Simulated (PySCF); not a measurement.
SiF2, SMILES F[Si]F (connectivity only; charge and spin as stated), neutral, multiplicity 1.

The structure is a stationary point at r2SCAN-D4/def2-TZVP. The isomer is the one that the SMILES or the coordinates give; other isomers of the formula were not compared.

Vertical ionisation energy (IE) and electron affinity (EA) in eV. Rows of orbital energies are one-electron estimates. Where ΔSCF, EOM or ADC give a negative EA the extra electron is unbound and the value depends on the basis.

```csv
level,IE,EA
"−ε(HOMO), −ε(LUMO), M06-2X/def2-TZVPD (PySCF)",9.50,1.33
"−ε(HOMO), −ε(LUMO), B3LYP/def2-TZVPD (PySCF)",8.22,2.45
ADC(2)/aug-cc-pVDZ (PySCF),10.68,0.03
```

Question: Beyond the first one, list the lowest photoelectron lines from PySCF 2.14.0 with ADC(2)/aug-cc-pVDZ with their pole strengths (two spins summed). (An estimate is asked for; the answer gives what the named calculation found.)

Answer: 13.71 eV (1.73), 14.33 eV (1.73), 15.22 eV (1.74), 15.29 eV (1.73), 16.07 eV (1.73).
